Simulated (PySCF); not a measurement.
# Correlation energy of Ar (argon, neutral)

[Ar], closed-shell 1S. All numbers are calculated (PySCF 2.14, scalar relativity by spin-free X2C-1e, in x2c-TZVPPall with one added diffuse shell each of s, p, d type (6s6p4d1f, 51 functions)). Frozen: 1s2; 16 electrons correlated.

```
  level  correlation energy (mhartree)
   CCSD                        -391.75
    (T)                          -8.55
CCSD(T)                        -400.30
```

Diagnostics: T1 = 0.0021, D1 = 0.0042, largest double amplitude 0.032.

Cost of the coupled-cluster step: about 3 core-seconds, for 16 correlated electrons.

This basis was not built for core-valence correlation, so the inner-shell part is incomplete.
